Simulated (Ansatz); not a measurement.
**Energy profile**

The step: SiHClF₂ ([F][SiH]([F])[Cl]) + H₂O → SiH₂OF₂ ([OH][SiH]([F])[F]) + HCl; bonds formed: Si1–O7, Cl2–H6; bonds broken: Si1–Cl2, H6–O7 (atoms numbered as in the saddle structure below).

Si1  (-0.549, -0.360, -0.275)
Cl2  (1.632, 0.253, -1.398)
F3  (0.006, -1.832, -0.164)
F4  (-1.790, -0.440, 0.741)
H5  (-1.167, 0.120, -1.505)
H6  (1.234, 0.802, 0.148)
O7  (0.318, 0.783, 0.747)
H8  (0.316, 0.675, 1.706)
(Å)

Electronic energies by CCSD(T) at an estimated basis limit (MP2 extrapolated from triple and quadruple zeta, plus CCSD(T) − MP2 in triple zeta), on PBE0-D4/def2-TZVP structures; SiH3ClOF2, closed shell; no counterpoise correction. Computed with Ansatz 0.2.0 (basis: def2-TZVPP and def2-QZVPP); correlated methods freeze the cores. Extrapolation: Hartree–Fock as exp(−7.88 √X), correlation as X^−2.97.

(1) Give the profile in kJ/mol, counted from the separated reactants. (To be estimated.)

T1 diagnostic: at most 0.012.

Answers

(1) By the calculation:
```csv
point,kJ/mol
"separated: SiHClF2 (linked as [F][SiH]([F])[Cl]; Si1, Cl2, F3, F4, H5; singlet) + H2O (H6, O7, H8; singlet)",0.0
start structure,-10.0
saddle,72.4
end structure,-31.3
"separated: SiH2OF2 (linked as [OH][SiH]([F])[F]; Si1, F3, F4, H5, O7, H8; singlet) + HCl (Cl2, H6; singlet)",-17.0
```

The step is the kind of ligand exchange by which a precursor binds to a hydroxyl group, or is hydrolysed, in atomic layer deposition of oxides.

For scale, one of the runs: CCSD(T)/def2-TZVPP, 219 basis functions, launched by `ansatz run in.yaml --threads 4 --pin off --events-out ev --progress --plain --max-ram 9574MiB`. Time: 2.1 min of wall clock on 4 CPU threads of an Arm Neoverse V1; the host was shared. Peak host memory: 3.4 GiB.
